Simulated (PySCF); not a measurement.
**Ionising LiPb**

UHF-CCSD; basis Li cc-pVDZ, Pb cc-pVDZ-PP with ECP60; scalar-relativistic core potentials; PySCF 2.14. Neutral (UHF): quartet (σ ↑, π ↑↑), Re = 2.663 Å, ωe = 348 cm⁻¹, De = 1.31 eV.

LiPb⁺ (UHF): triplet (σ ↑, π ↑), Re = 3.087 Å, ωe = 224 cm⁻¹. The energies at the minima are -199.38238 hartree for LiPb and -199.17025 for LiPb⁺.

Task: Work out the adiabatic ionisation energy, without and with harmonic zero-point energies (1 hartree = 27.2114 eV, 1 eV = 8065.5 cm⁻¹), and the change of the bond length.

Result: At UHF-CCSD: 0.21213 hartree = 5.772 eV between the minima; the zero-point term (224.0 − 348.0)/2 cm⁻¹ = -0.008 eV makes it 5.765 eV. Re changes by +42.4 pm against the neutral. The electron leaves a π orbital, and the longer bond of the ion fits a bonding orbital, or a change in how ionic the bond is.

Correlated steps freeze 4 core orbitals. Correlated levels converge slowly with the basis: in double zeta they bind strong bonds too weakly, by up to about 1 eV, and carry superposition errors of some tenths. Spin–orbit coupling is left out, which matters for elements this heavy, above all for dissociation energies. States were picked by a PBE0 search and need not be the measured ground states.
